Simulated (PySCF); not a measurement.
Computed Raman spectrum (relative Raman activity) of a molecule C2H6BNO. The structure is a stationary point at PBE0-D3(BJ)/def2-SVP. One conformer was computed; it need not be the lowest. Level of theory: PBE0-D3(BJ)/def2-SVP in PySCF. No scaling factor is applied to the harmonic values.

ν (cm⁻¹): 628 (w), 805 (vw), 886 (vw), 995 (w), 1177 (vw), 1201 (w), 1209 (vw), 1368 (w), 1413 (w), 1510 (w), 1618 (vw), 3057 (vs), 3108 (vs), 3119 (s), 3174 (s), 3650 (vs), 3765 (s) (against the strongest line: vs over 80 %, s over 45 %, m over 15 %, w over 4 %, vw less)

Pick the molecule that these values belong to.
(A) C=CB(N)O
(B) NB1COC1
(C) BO.CC#N
(D) NB1CCO1

D, NB1CCO1
